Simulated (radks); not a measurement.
Q: Ir V, configuration [Xe] 4f14 5d5. Method: non-relativistic Kohn-Sham, TPSS, spin-polarised, spherical densities, point nucleus; open shells are filled with parallel spins first (spin-orbit coupling, left out, can overturn this in heavy ions); meta-GGA in the generalised Kohn-Sham scheme; relativity is left out, which matters for an element this heavy; computed with a radial shooting solver on a logarithmic mesh with Libxc functionals. Some entries of the table are withheld. Estimate them.

orbital  occ.  eigenvalue (Ry)  r(max) (bohr)  <1/r> (bohr^-1)
1s down     1        -5097.855        0.01305            76.47
1s up       1        -5097.854        0.01305            76.47
2s up       1        -848.6760        0.07097            17.97
2s down     1        -848.6455        0.07096            17.97
2p up       3        -814.8458        0.05509            18.00
2p down     3        -814.8235        0.05509            18.00
3s up       1        -199.5852         0.1943            6.946
3s down     1        -199.5781         0.1943            6.946
3p up       3        -183.7765         0.1829            6.895
3p down     3        -183.7674         0.1829            6.896
3d up       5        -154.4071         0.1441            6.821
3d down     5        -154.3858         0.1441            6.821
4s up       1        -44.24677         0.4349            3.018
4s down     1        -44.22781         0.4350            3.016
4p up       3        -37.50019         0.4348            2.927
4p down     3        -37.47905         0.4350            2.926
4d up       5        -25.17689         0.4289            2.738
4d down     5        -25.14833         0.4291            2.738
5s up       1         -9.29442         0.9801            1.229
5s down     1         -9.02592         0.9725            1.243
4f up       7         -8.85932         0.3895            2.361
4f down     7         -8.81187         0.3895            2.369
5p up       3         -7.20769          1.042            1.125
5p down     3         -6.91176          1.033            1.137
5d up       5              (1)          1.236           0.8839
5d down     0              (2)          1.236           0.8794

A: 
(1) 5d up eigenvalue (Ry): -3.91516
(2) 5d down eigenvalue (Ry): -3.60295
